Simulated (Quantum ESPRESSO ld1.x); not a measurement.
Coherent X-ray form factor from a spherical all-electron density. Method: Dirac Kohn-Sham, PBEsol, spin-unpolarised, spherical densities, point nucleus; computed with ld1.x of Quantum ESPRESSO 7.5.

sin(theta)/lambda (1/angstrom)  f0 (electrons)
0.05                                    42.444
0.1                                     40.890
0.15                                    38.630
0.2                                     36.008
0.25                                    33.321
0.3                                     30.771
0.4                                     26.445
0.5                                     23.210
0.6                                     20.810
0.8                                     17.307
1                                       14.426
1.25                                    11.294
1.5                                      8.900
2                                        6.279

The species is in the configuration that NIST lists as its ground one. Which atom or ion scatters so?

Answer. The rhodium ion Rh2+, [Kr] 4d7. Extrapolating in s^2 from the first two rows gives f0(0) = 43.0, near the electron count 43; among species with that count, the fall with angle is slower the higher Z, and the table is that of Z = 45; from so few rows the species is fixed only to a neighbour or two.
